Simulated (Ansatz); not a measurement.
Ca2O3, relaxed as a singlet with RKS r2SCAN-D4/def2-SVP in Ansatz, starting from the GFN2-xTB geometry. Force threshold 0.02 eV/Å.

The structure holds one bond between oxygen atoms, so isomers without such links may lie far lower. The restricted singlet is unstable towards broken spin symmetry at other levels; at r2SCAN-D4/def2-SVP this wasn't settled. Another isomer (singlet) lies 2.80 eV lower at PBE0-D4/def2-TZVP; other spin states weren't run for this one.

Start:

Cartesian coordinates in Å:
```
Ca -0.1491 -0.7140 -0.5140
Ca 0.6167 0.2855 3.0949
O 0.2172 -0.3772 1.3897
O 0.3234 0.3859 -2.0858
O -1.0082 0.4199 -1.8849
```

(1) Estimate the energy that the relaxation releases and the steps that it takes.

(2) Does the start keep its bonding?

(3) Predict the relaxed structure.

## Answers

(1) 59.1 kJ/mol, in 9 steps; 12 s on 4 threads of Arm Neoverse V2 on a shared host. The force fell under the threshold at step 8, but the optimiser went on. No frequencies were taken in this run, so the end may be a saddle point.

(2) By distances, no bond broke or formed. The bond that changes most is Ca1–O5, from 1.98 to 2.15 Å (atoms count from 1).

(3) 
```xyz
5

Ca   -0.190   -0.607   -0.477
Ca    0.727    0.215    3.349
O     0.208   -0.390    1.592
O     0.320    0.461   -2.258
O    -1.065    0.321   -2.206
```
Bond lengths (bridged metal pairs left out): 4 × Ca–O 1.93 to 2.15 Å; 1 × O–O 1.39 Å.
